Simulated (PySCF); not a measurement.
B(F)(H)(iPr) (C3H8BF), SMILES CC(C)BF.

The structure is a stationary point at PBE-D3(BJ)/def2-SVP. This is a generated structure with no PubChem entry under its InChIKey; it may be hypothetical. One conformer was computed; it need not be the lowest.

Method: PBE-D3(BJ)/def2-SVP (PySCF).

Frequencies are harmonic and unscaled.

Computed harmonic wavenumbers and intensities:
| mode | ν (cm⁻¹) | IR (km/mol) | moving atoms (share of kinetic energy) |
|---|---|---|---|
| 1 | 59 | 0.1 | H 32 %, F 28 %, B 22 %, C 18 % |
| 2 | 195 | 1.4 | C 38 %, F 31 %, H 30 % |
| 3 | 213 | 0.2 | H 96 % |
| 4 | 227 | 0.2 | H 82 %, C 9 % |
| 5 | 301 | 0.8 | H 47 %, C 36 %, B 9 %, F 8 % |
| 6 | 352 | 0.3 | C 54 %, H 44 % |
| 7 | 499 | 3.5 | C 36 %, F 30 %, H 19 %, B 15 % |
| 8 | 736 | 8.3 | H 38 %, B 34 %, C 26 % |
| 9 | 835 | 24.2 | H 65 %, B 19 %, C 15 % |
| 10 | 886 | 2.3 | H 86 %, C 14 % |
| 11 | 917 | 13.8 | H 55 %, C 34 %, B 10 % |
| 12 | 950 | 2.3 | H 71 %, C 27 % |
| 13 | 1001 | 19.7 | H 65 %, B 19 %, C 16 % |
| 14 | 1077 | 27.0 | H 66 %, B 12 %, C 11 %, F 11 % |
| 15 | 1109 | 4.0 | C 48 %, H 45 % |
| 16 | 1146 | 3.1 | H 57 %, C 41 % |
| 17 | 1220 | 25.2 | H 50 %, C 31 %, B 12 % |
| 18 | 1248 | 12.9 | H 52 %, C 38 % |
| 19 | 1334 | 13.0 | H 75 %, C 23 % |
| 20 | 1342 | 101.0 | H 43 %, B 27 %, C 24 % |
| 21 | 1361 | 69.9 | H 60 %, B 20 %, C 15 % |
| 22 | 1408 | 1.5 | H 96 % |
| 23 | 1421 | 6.7 | H 96 % |
| 24 | 1429 | 22.7 | H 96 % |
| 25 | 1438 | 34.2 | H 89 % |
| 26 | 2521 | 169.2 | H 91 %, B 9 % |
| 27 | 2867 | 24.0 | H 93 % |
| 28 | 2961 | 28.3 | H 97 % |
| 29 | 2965 | 26.6 | H 97 % |
| 30 | 3042 | 19.7 | H 91 %, C 9 % |
| 31 | 3044 | 21.8 | H 91 %, C 9 % |
| 32 | 3057 | 20.1 | H 91 %, C 9 % |
| 33 | 3064 | 16.4 | H 91 %, C 9 % |
